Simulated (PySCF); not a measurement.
## From computed data to an observable: chemical shift, span and skew from a shielding tensor

Si(H)(Me)(OH)(OMe) (C2H8O2Si), SMILES O(C)[SiH](C)O. Atoms are numbered in the order given.

```xyz
13

Si     0.2759     0.2999    -0.3620
C      2.0055    -0.3280    -0.5711
O      0.2955     1.5160     0.7804
O     -0.6507    -0.9906     0.1334
C     -2.0266    -0.8990     0.4028
H     -0.3276     0.8481    -1.6181
H      2.0299    -1.1775    -1.2710
H      2.6693     0.4632    -0.9525
H      2.3972    -0.6699     0.3999
H     -0.4258     2.1513     0.7670
H     -2.2310    -0.2278     1.2580
H     -2.4105    -1.8995     0.6565
H     -2.5947    -0.5270    -0.4719
```
Charge 0, spin multiplicity 1.

Geometry: ωB97X-D3(BJ)/def2-SVP. Other conformers were not sampled.

GIAO shieldings from PBE/pcSseg-1 in PySCF, non-relativistic, no solvent. The symmetric part of the tensor of C5 has the principal values 96.9, 102.2, 179.4 ppm. The same nucleus in TMS has σ = 182.0 ppm at this level (PySCF, at its B3LYP-D3(BJ)/def2-TZVP geometry).

Work out the isotropic shielding, the ¹³C shift against TMS, the span and the skew.


σ(iso) = (σ11 + σ22 + σ33)/3 = 126.2 ppm. δ = σ(ref) − σ(iso) = 182.0 − (126.2) = 55.8 ppm.
Span Ω = σ33 − σ11 = 82.5 ppm. Skew κ = 3(σ(iso) − σ22)/Ω = 0.87. Tumbling in solution averages the tensor to δ; in a static solid the shielding alone would spread this spin-1/2 line over Ω.
